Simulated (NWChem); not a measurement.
1,1,1-trifluoroethane (C2H3F3); SMILES FC(C)(F)F

```xyz
8

C      0.0000     0.0000    -1.4716
C      0.0000     0.0000     0.0272
F     -0.8785    -0.8806     0.5192
F     -0.3234     1.2012     0.5192
F      1.2019    -0.3205     0.5192
H      0.2697    -0.9986    -1.8378
H      0.7300     0.7329    -1.8378
H     -0.9997     0.2658    -1.8378
```
Atoms are numbered in this order, from 1.

Geometry: optimised at PBE0/def2-SVP.

 States above −ε(HOMO) = 11.1 eV lie in this functional's continuum and hang on the basis.

List the 4 lowest vertical singlet excitations from PBE0/def2-SVPD, TDA (NWChem).


```json
[
 {"state": "S1", "energy (eV)": "10.52", "oscillator strength": "0.066", "leading excitation (squared amplitude)": "HOMO → LUMO (0.99)"},
 {"state": "S2", "energy (eV)": "11.04", "oscillator strength": "0.045", "leading excitation (squared amplitude)": "HOMO−1 → LUMO (0.77)"},
 {"state": "S3", "energy (eV)": "11.04", "oscillator strength": "0.045", "leading excitation (squared amplitude)": "HOMO−2 → LUMO (0.77)"},
 {"state": "S4", "energy (eV)": "11.30", "oscillator strength": "0.000", "leading excitation (squared amplitude)": "HOMO−3 → LUMO (0.96)"}
]
```
